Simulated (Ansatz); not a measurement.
A structure relaxed at r2SCAN/def2-TZVPD in Ansatz, charge -1, singlet:

| atom | x (Å) | y (Å) | z (Å) |
| --- | --- | --- | --- |
| Li1 | 0.6719 | -1.0072 | -1.4042 |
| Li2 | -2.0747 | -1.1630 | -0.4505 |
| Li3 | 2.8769 | -0.7414 | 0.8717 |
| Li4 | 1.4361 | 1.0495 | 3.1656 |
| Li5 | -1.3373 | 1.2951 | 1.4355 |
| Li6 | 0.1123 | -1.1563 | 1.5300 |
| Li7 | -1.8428 | -1.0839 | -3.5691 |
| Li8 | -1.0485 | 1.3236 | -1.7367 |
| Li9 | 1.2062 | 1.4837 | 0.1577 |

**Question.** Give its formula and point group.

**Answer.** Li₉⁻. Point group Cs (tolerance 0.1 Å).

**Question.** Summarise the bond lengths by kind (pairs closer than 1.2 times the sum of covalent radii, bridged metal pairs left out).

**Answer.** 13 × Li–Li 2.85 to 3.05 Å.

The restricted singlet is unstable towards broken spin symmetry in Hartree–Fock (as tested in another run); at r2SCAN/def2-TZVPD this wasn't settled. The structure comes from a short search, and lower isomers may exist.
